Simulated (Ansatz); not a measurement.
The cluster Sn2Ge⁺, relaxed as a doublet with UKS PBE0-D4/def2-TZVP in Ansatz, starting from the GFN2-xTB geometry. Force threshold 0.02 eV/Å.

In the def2 sets Sn takes a core potential; there is no spin–orbit coupling. The structure comes from a short search, and lower isomers may exist.

Start:

```xyz
3

Ge   -0.0966    0.2656    0.7275
Sn    0.6222   -2.1850    0.4598
Sn   -0.5257    1.9194   -1.1872
```

```tsv
step	energy (eV)	largest force component (eV/Å)	SCF passes
1	-68167.7270	0.264	26
2	-68167.7806	0.236	34
3	-68167.8679	0.153	31
4	-68167.8823	0.104	33
5	-68167.8909	0.038	30
6	-68167.8920	0.004	31
```

Force components are those of the run's own axes.

End:

```xyz
3

Ge   -0.144    0.397    1.090
Sn    0.546   -1.892    0.135
Sn   -0.401    1.495   -1.225
```

By distances, no bond broke or formed. The bond that changes most is Ge1–Sn3, from 2.57 to 2.58 Å (atoms count from 1).

No frequencies were taken in this run, so the end may be a saddle point.

Run time 21 s (4 threads of Arm Neoverse V2 on a shared host).
